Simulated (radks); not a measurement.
Results of a calculation; reference values are marked as such.
Valence configurations of Se II (all share [Ar]). Code: a radial shooting solver on a logarithmic mesh with Libxc functionals. Model: Dirac Kohn-Sham, PBEsol, spin-unpolarised, spherical densities, point nucleus; open shells fill j = l - 1/2 first. Energies are relative to 3d10 4s2 4p3; eigenvalues in eV.

| valence | E (eV) | e(3d3/2) | e(3d5/2) | e(4p1/2) | e(4p3/2) | e(4s1/2) |
|---|---|---|---|---|---|---|
| 3d10 4s2 4p3 | 0.000 | -63.975 | -63.079 | -15.646 | -15.201 | -26.784 |
| 3d10 4p5 | 23.522 | -67.223 | -66.324 | -17.046 | -16.568 | - |
| 3d9 4s2 4p4 | 52.940 | -76.080 | -75.134 | -17.565 | -17.040 | -29.553 |
| 3d8 4s2 4p5 | 116.36 | -88.673 | -87.674 | -19.442 | -18.835 | -32.221 |
| 3d7 4s2 4p6 | 190.78 | -101.73 | -100.68 | -21.292 | -20.602 | -34.805 |
| 3d8 4s1 4p6 | 129.82 | -90.115 | -89.116 | -20.062 | -19.441 | -32.967 |
| 3d10 4s1 4p4 | 11.673 | -65.630 | -64.733 | -16.366 | -15.905 | -27.667 |
| 3d10 4s1.5 4p3.5 | 5.814 | -64.811 | -63.914 | -16.012 | -15.558 | -27.232 |
| 3d9.5 4s1.5 4p4 | 31.242 | -70.771 | -69.849 | -16.962 | -16.469 | -28.610 |
| 3d8.5 4s2 4p4.5 | 83.309 | -82.317 | -81.345 | -18.507 | -17.941 | -30.898 |

NIST lists [Ar] 3d10 4s2 4p3 as the ground configuration; this level of theory agrees among the configurations tried. The energies are those of spherical spin-averaged densities, not of single terms.
